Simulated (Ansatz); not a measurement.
```xyz
11

O     1.027    0.033    1.555
C    -0.217   -0.100    0.950
C    -0.266    0.740   -0.322
C     0.074   -0.330   -1.359
Se   -0.457   -1.775   -0.123
H     1.104   -0.610    2.265
H    -1.035    0.047    1.659
H     0.420    1.591   -0.285
H    -1.279    1.113   -0.476
H    -0.508   -0.307   -2.278
H     1.136   -0.401   -1.587
```

Total charge 0; spin multiplicity 1.

**Question.** List the PBE0/def2-TZVPP orbital energies in eV (Ansatz 0.2.0). (Best estimate.)

**Answer.** Computed: Occupied: -12361.08, -1583.87, -1420.91, -1420.88, -1420.82, -523.14, -280.49, -278.95, -278.53, -214.28, -157.87, -157.79, -157.57, -57.89, -57.88, -57.69, -57.63, -57.59, -29.36, -23.21, -18.99, -18.53, -15.99, -14.87, -13.10, -12.65, -11.99, -10.54, -10.28, -9.96, -8.38, -7.51, -6.23. Lowest empty: -0.53, 1.10, 1.15, 1.93, 2.20, 2.78, 3.09, 3.88.
